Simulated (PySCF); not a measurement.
## Polarisability and C₆ of Fe (iron, neutral)

[Ar] 3d6 4s2, high-spin 5D determinant. Computed with PySCF 2.14 in aug-cc-pVDZ, with the non-relativistic Hamiltonian (point nucleus). Coupled (time-dependent) response in atomic units; α is the mean over directions. A double-zeta set is small for polarisabilities.

| method | mean α (bohr³) | α xx, yy, zz | C₆ (like pair) | S(−4) |
| --- | --- | --- | --- | --- |
| UHF | 85.50 | 84.09, 84.09, 88.32 | 817.7 | 7247 |
| PBE | 63.78 | 63.04, 63.04, 65.27 | 571.6 | 2298 |
| PBE0 | 67.33 | 66.26, 66.26, 69.49 | 614.2 | 2593 |
| B97-3 | 65.79 | 64.28, 64.28, 68.81 | 597.3 | 2345 |

S(−4) is the Cauchy moment in α(ω) = α(0) + S(−4) ω² + …

Reference α: 62 ± 4 bohr³ (recommended; Schwerdtfeger and Nagle, table of static dipole polarizabilities (2023 update)). Published C₆: 482.0 (Chu and Dalgarno (2004); Tang, Norbeck and Certain (1976)).

Hartree-Fock lies above the reference because it lacks correlation, which contracts the outer shell.

α(iu) at PBE:

```csv
u (hartree),α(iu) (bohr³)
0,63.78
0.0500,58.64
0.100,47.84
0.200,28.99
0.300,18.49
0.500,9.559
0.750,5.585
1.00,3.829
1.50,2.242
2.00,1.518
3.00,0.8580
5.00,0.3941
```

The components differ because the open shell of this determinant is not spherical; for a pure term their mean is the scalar polarisability.
